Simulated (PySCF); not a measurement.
## Ag: ionisation energy

Ag [Kr] 4d10 5s1 (2S) → Ag⁺ [Kr] 4d10 (1S), as a difference of total energies. Calculation: PySCF 2.14, in def2-SVP with the def2 core potential (28 electrons) (5s3p2d1f, 31 functions); a scalar-relativistic core potential. Correlated levels: valence: 4s2 4p6 frozen. The calculations carry no spin-orbit coupling.

| method | ionisation energy (eV) |
| --- | --- |
| UHF | 6.358 |
| PBE0 | 7.661 |
| M06-2X | 7.429 |
| MP2 (valence) | 7.018 |
| SCS-MP2 (valence) | 6.920 |
| CCSD (valence) | 6.992 |
| CCSD(T) (valence) | 7.037 |

Errors of the correlated levels include the incompleteness of this basis and the frozen core.

Q: Which method comes closest to the reference value, and which is furthest?

A: The reference is 7.576 eV (measured; NIST Atomic Spectra Database, ionization energies). Closest: PBE0 (error 0.085 eV); furthest: UHF (error -1.218 eV).
